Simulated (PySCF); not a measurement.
# Dipole response of Ta⁶³⁺ (tantalum, charge +63)

[Ne], closed-shell 1S. All numbers are calculated (PySCF 2.14, the spin-free X2C one-electron Hamiltonian (Gaussian nucleus), in an even-tempered Gaussian basis (18 s from 42 bohr⁻², ratio 2.2; 13 p from 54 bohr⁻², ratio 2.2; 6 d from 210 bohr⁻², ratio 2.4; 5 f from 320 bohr⁻², ratio 2.4; 4 g from 480 bohr⁻², ratio 2.4)). Coupled (time-dependent) response in atomic units; α is the mean over directions.

| method | mean α (bohr³) | C₆ (like pair) | S(−4) |
| --- | --- | --- | --- |
| UHF | 3.657e-05 | 4.720e-07 | 1.742e-10 |
| PBE0 | 3.665e-05 | 4.735e-07 | 1.753e-10 |

S(−4) is the Cauchy moment in α(ω) = α(0) + S(−4) ω² + …

α(iu) at PBE0:

| u (hartree) | α(iu) (bohr³) |
| --- | --- |
| 0 | 3.665e-05 |
| 50.0 | 3.622e-05 |
| 100 | 3.499e-05 |
| 200 | 3.085e-05 |
| 300 | 2.585e-05 |
| 400 | 2.114e-05 |
| 500 | 1.717e-05 |
| 750 | 1.047e-05 |
| 1000 | 6.819e-06 |
| 1500 | 3.458e-06 |
| 2500 | 1.374e-06 |

A single London oscillator, α(iu) = α/(1 + u²/ω²), gives C₆ = (3/4) ω α². Matching the computed C₆ needs ω = 4 × 4.735e-07 / (3 × 3.665e-05²) = 470 hartree.

For an ion, C₆ is the dispersion term alone; charge-induced terms of lower order in 1/R come first.

Spin-orbit coupling, which splits the p, d and f shells strongly at this Z, is absent.
